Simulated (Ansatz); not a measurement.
Total energies of the cluster SrS2⁻ (the lowest doublet isomer of a short search) from Ansatz at r2SCAN-D4/def2-TZVPD, gas phase (1 Eh = 27.2114 eV = 2625.5 kJ/mol). The reference geometry is relaxed at r2SCAN-D4/def2-TZVPD.

```xyz
3

Sr    0.013    0.004   -0.006
S    -1.250    1.363   -1.831
S     1.236   -1.367    1.837
```

```tsv
state	geometry	energy (Eh)
charge -1 doublet	reference	-827.18943
charge 0 triplet	reference	-827.07929
charge -1 quartet	relaxed at r2SCAN-D4/def2-TZVPD	-827.13004
```

In the def2 sets Sr takes a core potential; there is no spin–orbit coupling.

Question: Work out the vertical ionisation energy to the triplet.

Answer: E(charge 0 triplet) − E(charge -1 doublet) = -827.07929 − (-827.18943) = 0.11014 Eh = 3.00 eV. For comparison, −ε of the highest occupied level of the spin that leaves is 0.82 eV at this level, 2.18 eV less.

Question: Which of the charge -1 states is lowest, and how far above it are the others?

Answer: The doublet. quartet: -827.13004 − (-827.18943) = 0.05939 Eh = 155.9 kJ/mol.

At r2SCAN-D4/def2-TZVPD the highest occupied level of the charge -1 quartet lies above zero (up to 0.45 eV). It is a level of α spin, whose loss leaves a triplet; that state wasn't run at this geometry and level. The electron is either unbound and held by the finite basis, or the level is raised by self-interaction error. 

The structure comes from a short search, and lower isomers may exist.
